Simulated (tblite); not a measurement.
Species: C5H7NSi.
Cartesian coordinates in Å at the GFN2-xTB level; atoms count from 1:
```
atom  x, y, z in Å
C1     2.521   -1.572   -0.111
C2     1.879   -0.586   -0.329
C3     1.071    0.585   -0.568
Si4   -0.486    0.594    0.549
C5    -1.575   -0.921    0.214
C6    -1.434    2.128    0.041
N7    -2.008    3.069   -0.272
H8     3.108   -2.424    0.059
H9     0.782    0.604   -1.623
H10    1.674    1.477   -0.382
H11   -0.141    0.760    1.966
H12   -2.472   -0.910    0.826
H13   -1.888   -0.967   -0.827
H14   -1.032   -1.836    0.436
```

All values are computed: GFN2-xTB (tblite) harmonic vibrations without scaling, gas phase. The method is semi-empirical: single wavenumbers can be off by several per cent or more. Modes of hydrogen on silicon can be 10 to 20 % off. One conformer, not necessarily the lowest.

Harmonic wavenumbers (cm⁻¹): 36.6, 75.5, 107.3, 113.4, 160.0, 178.9, 289.3, 319.9, 331.3, 372.7, 587.9, 596.7, 616.6, 636.4, 647.2, 704.9, 754.2, 799.1, 834.2, 835.1, 1010.5, 1111.4, 1205.4, 1371.9, 1428.4, 1472.8, 1475.9, 2230.3, 2291.2, 2352.4, 2944.3, 2962.5, 3027.1, 3037.2, 3041.6, 3401.2.

A = 4388, B = 1171, C = 985.5 MHz; mass 109.035 u (most abundant isotopes); point group C1, symmetry number 1.

Q: Zero-point energy?

A: Half the sum of the wavenumbers: 21681 cm⁻¹ = 259.36 kJ/mol.

Q: Entropy at 298.15 K, 1 bar (ideal gas, RRHO, classical rotation)?

A: Translation 167.37, rotation 119.42, vibration 123.23: S = 410.0 J/(mol K).

Q: And Cp and H(298.15 K) − H(0)?

A: Cp = 148.99 J/(mol K), of which vibrations give 115.73 (their classical limit is 36 R = 299.3); H(298.15 K) − H(0) = 28.62 kJ/mol without the zero-point energy, 18.70 from vibrations.

Q: How do the functions run with temperature in this model?

A: 
| T (K) | S (J/(mol K)) | Cp (J/(mol K)) | H − H(0) (kJ/mol) | G − H(0) (kJ/mol) | ln q(vib) |
| --- | --- | --- | --- | --- | --- |
| 150 | 326.2 | 98.9 | 10.12 | -38.81 | 3.37 |
| 250 | 385.1 | 134.0 | 21.80 | -74.48 | 6.04 |
| 400 | 457.7 | 175.6 | 45.21 | -137.87 | 9.79 |
| 600 | 536.5 | 212.9 | 84.32 | -237.56 | 14.33 |
| 900 | 630.3 | 249.6 | 154.10 | -413.15 | 20.30 |

q(vib) and H(0) count from the zero-point level.

Q: What must be added to the electronic energy to get the Gibbs energy at 298.15 K and 1 bar?

A: ZPE + [H(298.15 K) − H(0)] − T·S = 259.36 + 28.62 − 122.25 = 165.73 kJ/mol.

Q: Which modes carry the vibrational entropy at 298.15 K?

A: 36.6 cm⁻¹: 22.74; 75.5 cm⁻¹: 16.76; 107.3 cm⁻¹: 13.88; 113.4 cm⁻¹: 13.43; 160.0 cm⁻¹: 10.67; 178.9 cm⁻¹: 9.79 J/(mol K); the other 30 give 35.97 together.

Hindered rotation and anharmonicity are outside this model. Other conformers, if any are populated, would add a mixing term that is left out. The structure is chiral; the term R ln 2 for an equal mix with its mirror image is left out.
